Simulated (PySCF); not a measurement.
B(H)(NMe2)(SiH3), SMILES CN(C)B[SiH3] (GFN2-xTB optimised geometry):

```
15

B      0.004     0.859     0.000
H     -0.610     1.866     0.000
N     -0.749    -0.299     0.000
C     -0.216    -1.643     0.001
C     -2.197    -0.323    -0.004
H     -0.553    -2.186     0.890
H     -0.562    -2.192    -0.881
H      0.870    -1.623    -0.004
H     -2.570    -0.835    -0.897
H     -2.573    -0.857     0.874
H     -2.588     0.691     0.008
Si     1.966     0.859     0.000
H      2.580     0.165    -1.152
H      2.580     0.193     1.168
H      2.588     2.192    -0.016
```

Calculation: B3LYP/def2-TZVP in PySCF.

Problem. What are the frontier orbital energies and the dipole moment?

Solution. HOMO-2 -8.86 eV, HOMO-1 -7.78 eV, HOMO -7.50 eV, LUMO -0.90 eV, LUMO+1 0.52 eV; dipole moment 3.01 D.

Meta-Löwdin charges at B3LYP/def2-TZVP: B1 -0.19, H2 0.00, N3 -0.09, C4 -0.22, C5 -0.22, H6 0.11, H7 0.11, H8 0.12, H9 0.11, H10 0.11, H11 0.13, Si12 0.34, H13 -0.10, H14 -0.10, H15 -0.10.
